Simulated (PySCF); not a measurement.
## How methods differ on the ionisation energy of Zn¹⁵⁺

Zn¹⁵⁺ [Ne] 3s2 3p3 (4S) → Zn¹⁶⁺ [Ne] 3s2 3p2 (3P), as a difference of total energies. Computed with PySCF 2.14 in an uncontracted even-tempered set (19 s from 1.2 bohr⁻², ratio 2.5; 12 p from 1.6 bohr⁻², ratio 2.5; 5 d from 7.8 bohr⁻², ratio 2.7; 4 f from 12 bohr⁻², ratio 2.7), with scalar relativity by spin-free X2C-1e. Correlated levels: outer shells: 1s2 frozen; virtual orbitals above 40 to 60 times the deepest correlated orbital energy dropped. The calculations carry no spin-orbit coupling.

| method | ionisation energy (eV) |
| --- | --- |
| UHF | 537.17 |
| LDA | 537.97 |
| PBE | 537.98 |
| PBE0 | 538.11 |
| r2SCAN | 538.58 |
| r2SCANh | 538.56 |
| M06 | 538.40 |
| MP2 (outer shells) | 537.74 |
| SCS-MP2 (outer shells) | 537.51 |

**Question.** How much does correlation contribute at MP2 (outer shells)?

**Answer.** 537.74 − (537.17) = 0.57 eV, measured against UHF.

A first-order spin-orbit estimate (lowest level to lowest level, LS coupling) adds -3.047 eV.

For comparison: 540 ± 1 eV (semi-empirical (NIST evaluation); NIST Atomic Spectra Database, ionization energies).
